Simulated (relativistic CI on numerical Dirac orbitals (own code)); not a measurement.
**d7 in a ligand field**

Computed with a parametric ligand-field model of a d^n configuration (Racah B and C, spin-orbit zeta, crystal field), exact diagonalisation.

Field parameters in Wybourne normalisation: Oh B⁴₀ = 21Dq, B⁴₄ = √(5/14) B⁴₀; Td as Oh with Dq negative (B⁴₀ = 21Dq, B⁴₄ = √(5/14) B⁴₀). The field is a parameter set, without covalency.

(1) Lowest levels for B = 800, C = 3710, ζ = 590 cm⁻¹, Oh, 10Dq = 3450 cm⁻¹?

(2) Lowest levels for B = 770, C = 3320, ζ = 560 cm⁻¹, Oh, 10Dq = 16050 cm⁻¹?

(3) Lowest levels for B = 580, C = 3000, ζ = 860 cm⁻¹, Oh, 10Dq = 31250 cm⁻¹?

(4) Lowest levels for B = 580, C = 2850, ζ = 1800 cm⁻¹, Td, 10Dq = -9500 cm⁻¹?

(5) Lowest levels for B = 650, C = 2400, ζ = 470 cm⁻¹, Oh, 10Dq = 8400 cm⁻¹?

## Answers

(1) Γ6 0 (S 1.50), Γ8 355 (S 1.50), Γ8 955 (S 1.50), Γ7 1178 (S 1.50), Γ6 3558 (S 1.50), Γ8 3636 (S 1.50), Γ8 3771 (S 1.50), Γ7 3952 (S 1.50), Γ8 7261 (S 1.50) cm⁻¹, with S from ⟨S²⟩ = S(S + 1). The ground level has 2.14 electrons in the cubic e pair.

(2) Γ8 0 (S 0.96), Γ6 161 (S 1.50), Γ8 583 (S 1.45), Γ7 1164 (S 1.50), Γ8 1603 (S 1.25), Γ8 14148 (S 0.72), Γ6 14611 (S 0.79), Γ8 14681 (S 0.85), Γ7 14994 (S 0.94) cm⁻¹, with S from ⟨S²⟩ = S(S + 1). The ground level has 1.42 electrons in the cubic e pair.

(3) Γ8 0 (S 0.51), Γ6 16525 (S 1.50), Γ8 17018 (S 1.50), Γ7 17908 (S 1.50), Γ8 17935 (S 1.50), Γ8 28682 (S 0.51), Γ6 29342 (S 0.50), Γ8 29655 (S 0.51), Γ7 29986 (S 0.50) cm⁻¹, with S from ⟨S²⟩ = S(S + 1). The ground level has 1.02 electrons in the cubic e pair.

(4) Γ8 0 (S 1.49), Γ8 7859 (S 1.34), Γ6 8953 (S 1.38), Γ8 10037 (S 1.42), Γ7 10785 (S 1.49), Γ6 12510 (S 1.12), Γ8 13050 (S 0.99), Γ8 13739 (S 0.77), Γ7 14491 (S 1.30) cm⁻¹, with S from ⟨S²⟩ = S(S + 1). The ground level has 3.94 electrons in the cubic e pair.

(5) Γ6 0 (S 1.50), Γ8 297 (S 1.50), Γ8 744 (S 1.48), Γ7 887 (S 1.50), Γ8 4099 (S 0.55), Γ6 7884 (S 1.49), Γ8 7914 (S 1.49), Γ8 7950 (S 1.48), Γ7 8176 (S 1.49) cm⁻¹, with S from ⟨S²⟩ = S(S + 1). The ground level has 2.07 electrons in the cubic e pair.
